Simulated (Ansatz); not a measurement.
`C#[C][Hf]([F])([N](C)C)[N](C)C` from Hartree–Fock to CCSD(T)

```xyz
23

C     2.173   -2.846   -1.175
C     1.706   -1.750   -0.933
Hf    0.916    0.269   -0.501
F     1.995    1.650   -1.291
N    -0.941    0.284   -1.295
C    -0.991    0.364   -2.738
C    -2.249    0.243   -0.695
N     0.747    0.453    1.498
C     0.057   -0.631    2.160
C     1.212    1.472    2.403
H     2.583   -3.807   -1.388
H     0.018    0.405   -3.169
H    -1.524    1.263   -3.079
H    -1.489   -0.513   -3.175
H    -2.821   -0.633   -1.036
H    -2.838    1.136   -0.949
H    -2.175    0.193    0.393
H    -0.259   -1.396    1.438
H    -0.843   -0.281    2.686
H     0.702   -1.137    2.890
H     1.910    1.063    3.146
H     1.731    2.265    1.859
H     0.379    1.933    2.953
```

Total charge 0; spin multiplicity 1. Correlated methods include outer-core shells of Hf, which these sets cover unevenly. Hf: def2 effective core potential. Geometry: relaxed with PBE0-D4/def2-TZVP. It is one conformer, not always the lowest. Frozen core, restricted reference, the Gaussian-basis code of Ansatz.

```csv
basis,HF (Eh),MP2 corr.
def2-SVP,-490.33748,-1.58501
def2-TZVPP,-490.86722,-2.00835
def2-QZVPP,-490.88810,-2.17118
```

(1) Estimate the CCSD correlation energy and the (T) correction in each basis where they were run (hartree).

Answers

(1) 
```
   basis  CCSD corr.       (T)
def2-SVP    -1.66202  -0.05680
```
